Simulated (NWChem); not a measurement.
System: GeIF3; SMILES [F][Ge]([I])([F])[F]

NWChem printed, in part:

```
             Northwest Computational Chemistry Package (NWChem) 7.3.0
             --------------------------------------------------------

 C3  symmetry detected

                             Geometry "geometry" -> ""
                             -------------------------

 Output coordinates in angstroms (scale by  1.889725989 to convert to a.u.)

  No.       Tag          Charge          X              Y              Z
 ---- ---------------- ---------- -------------- -------------- --------------
    1 F                    9.0000    -1.40178013    -0.73425571     1.65229348
    2 Ge                  32.0000    -0.00000000    -0.00000000     1.00138548
    3 F                    9.0000     0.06500596     1.58110506     1.65229348
    4 F                    9.0000     1.33677416    -0.84684935     1.65229348
    5 I                   53.0000     0.00000000     0.00000000    -1.44634452

 Effective nuclear repulsion energy (a.u.)     898.4243366407

      Symmetry information
      --------------------

 Group name             C3
 Group number              5
 Group order               3
 No. of unique centers     3

  xc_inp: hfexch multiplicative factor not found.

                                 NWChem DFT Module
                                 -----------------

 Summary of "ao basis" -> "ao basis" (spherical)
 ------------------------------------------------------------------------------
       Tag                 Description            Shells   Functions and Types
 ---------------- ------------------------------  ------  ---------------------
 F                          6-311g**                 8       18   4s3p1d
 Ge                         6-311g**                18       44   8s7p3d
 I                          6-311g**                24       62   10s9p5d

      Symmetry analysis of basis
      --------------------------

        a          60
        e+         50
        e-         50

  Rotation of axis

            General Information
            -------------------
          SCF calculation type: DFT
          Wavefunction type:  closed shell.
          No. of atoms     :     5
          No. of electrons :   112
           Alpha electrons :    56
            Beta electrons :    56
          Charge           :     0
          Spin multiplicity:     1
          Use of symmetry is: on ; symmetry adaption is: on
          Maximum number of iterations: 150
          AO basis - number of functions:   160
                     number of shells:    66
          Convergence on energy requested:  1.00D-06
          Convergence on density requested:  1.00D-05
          Convergence on gradient requested:  5.00D-04

              XC Information
              --------------
                     Hartree-Fock (Exact) Exchange  1.000

      Superposition of Atomic Density Guess
      -------------------------------------

 Sum of atomic energies:       -9290.29469919

      Non-variational initial energy
      ------------------------------

 Total energy =   -9290.869361
 1-e energy   =  -14614.137876
 2-e energy   =    4424.844179
 HOMO         =      -0.368124
 LUMO         =      -0.048970

      Symmetry analysis of molecular orbitals - initial
      -------------------------------------------------

  Numbering of irreducible representations:

     1 a           2 e+          3 e-

  Orbital symmetries:

     1 a           2 a           3 a           4 a           5 e+
     6 e+          7 a           8 a           9 e+         10 e+
    11 a          12 a          13 e+         14 e+         15 a
    16 e+         17 e+         18 a          19 e+         20 e+
    21 e+         22 e+         23 a          24 a          25 a
    26 e+         27 e+         28 e+         29 e+         30 a
    31 a          32 e+         33 e+         34 e+         35 e+
    36 a          37 e+         38 e+         39 e+         40 e+
    41 a          42 e+         43 e+         44 a          45 a
    46 e+         47 e+         48 a          49 e+         50 e+
    51 e+         52 e+         53 a          54 a          55 e+
    56 e+         57 a          58 e+         59 e+         60 a
    61 a          62 e+         63 e+         64 a          65 e+
    66 e+

     ---------------------------------------------
      Total Density - Mulliken Population Analysis
     ---------------------------------------------

    Atom       Charge   Shell Charges
 -----------   ------   -------------------------------------------------------
    1 F    9     9.67   1.08  0.92  1.21  1.10  2.52  0.89  1.95  0.00
    2 Ge  32    29.82   0.77  1.19  1.04  0.94  0.85  1.19  0.71  0.13  0.50  5.48  4.49  1.48  0.50  0.24  0.14  8.18  1.80  0.20
    3 F    9     9.67   1.08  0.92  1.21  1.10  2.52  0.89  1.95  0.00
    4 F    9     9.67   1.08  0.92  1.21  1.10  2.52  0.89  1.95  0.00
    5 I   53    53.16   0.94  1.00  1.05  0.92  0.95  1.06  0.98  1.07  1.31  0.66  5.02  1.20  3.37  2.34  2.99  2.96  1.06  2.85  1.42  6.22  3.85  4.88  4.85  0.22

   convergence    iter        energy       DeltaE   RMS-Dens  Diis-err
 ---------------- ----- ----------------- --------- --------- ---------
 d= 0,ls=0.0,diis     1  -9290.5708624983 -1.02D+04  5.22D-03  1.09D+00
 d= 0,ls=0.0,diis     2  -9290.6417027020 -7.08D-02  1.70D-03  5.86D-01
 d= 0,ls=0.0,diis     3  -9290.6796633287 -3.80D-02  3.32D-04  5.13D-03
 d= 0,ls=0.0,diis     4  -9290.6802253212 -5.62D-04  1.52D-04  7.44D-04
 d= 0,ls=0.0,diis     5  -9290.6803259045 -1.01D-04  5.10D-05  6.53D-05
  Resetting Diis
 d= 0,ls=0.0,diis     6  -9290.6803368878 -1.10D-05  1.69D-05  4.40D-06
 d= 0,ls=0.0,diis     7  -9290.6803380772 -1.19D-06  4.97D-06  3.71D-07
 d= 0,ls=0.0,diis     8  -9290.6803381655 -8.83D-08  1.52D-06  8.08D-08

[...]
```

Level: Hartree-Fock/6-311G** (spherical d), non-relativistic. Structure relaxed at the PBE0/def2-SVP (def2 core potentials past Kr) level.

Q: Which NWChem input produces such a log?

A: This is not unique; one that fits is the input that was run:
```
start job
memory heap 200 mb stack 900 mb global 1100 mb
geometry units angstroms noautoz
  F     -1.205182    -1.025502     1.671561
  Ge     0.000000     0.000000     1.020653
  F     -0.285520     1.556470     1.671561
  F      1.490702    -0.530967     1.671561
  I      0.000000     0.000000    -1.427077
end
basis spherical
  F library 6-311g**
  Ge library 6-311g**
  I library 6-311g**
end
dft
  xc hfexch
  iterations 150
  mulliken
end
task dft energy
```
